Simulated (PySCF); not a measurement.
## How methods differ on the ionisation energy of Zn²⁺

Zn²⁺ [Ar] 3d10 (1S) → Zn³⁺ [Ar] 3d9 (2D), as a difference of total energies. Computed with PySCF 2.14 in aug-cc-pVTZ-PP with one added diffuse shell each of s, p, d, f, g type with ECP10MDF (7s7p6d4f3g, 113 functions), with a scalar-relativistic core potential. Correlated levels: valence: 3s2 3p6 frozen. The calculations carry no spin-orbit coupling.

Order these methods by the ionisation energy they give, lowest first.
A. LC-wPBE
B. SCS-MP2 (valence)
C. r2SCAN
D. PBE

C (39.414 eV), B (39.732 eV), A (39.934 eV), D (40.011 eV).

The reference lies between the lowest fine-structure levels, while these numbers refer to the centres of the terms.

Errors of the correlated levels include the incompleteness of this basis and the frozen core.

For comparison: 39.723 eV (measured; NIST Atomic Spectra Database, ionization energies).
